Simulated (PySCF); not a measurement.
PySCF 2.14 output of an unrestricted BP86 calculation on a single atom or ion in x2c-SVPall (6s5p5d1f, 53 functions), with scalar relativity by spin-free X2C-1e:

```
SCF conv_tol = 1e-09
number electrons alpha = 23  beta = 20
    A. D. Becke.,  Phys. Rev. A 38, 3098 (1988)
    J. P. Perdew.,  Phys. Rev. B 33, 8822 (1986)
cycle= 1 E= -4782.75979016557  delta_E= -0.0078  |g|= 0.0484  |ddm|= 0.109
cycle= 2 E= -4782.75983031834  delta_E= -4.02e-05  |g|= 0.0324  |ddm|= 0.0313
cycle= 3 E= -4782.76001712605  delta_E= -0.000187  |g|= 0.00634  |ddm|= 0.0199
cycle= 4 E= -4782.76002760936  delta_E= -1.05e-05  |g|= 0.000127  |ddm|= 0.00382
cycle= 5 E= -4782.76002761443  delta_E= -5.07e-09  |g|= 9.15e-06  |ddm|= 8.61e-05
cycle= 6 E= -4782.76002761446  delta_E= -3e-11  |g|= 1.81e-07  |ddm|= 6.5e-06
converged SCF energy = -4782.76002761446  <S^2> = 3.7506275  2S+1 = 4.0003137
```

The run itself started from symmetry-adapted Hartree-Fock orbitals and held the occupation by maximum overlap, on a logarithmic radial grid, so the iterations belong to that start.

Task: Which element, charge and spin multiplicity is this?

Result: Rh(2+) (rhodium, charge +2), multiplicity 4; the state was [Kr] 4d7, high-spin 4F determinant.
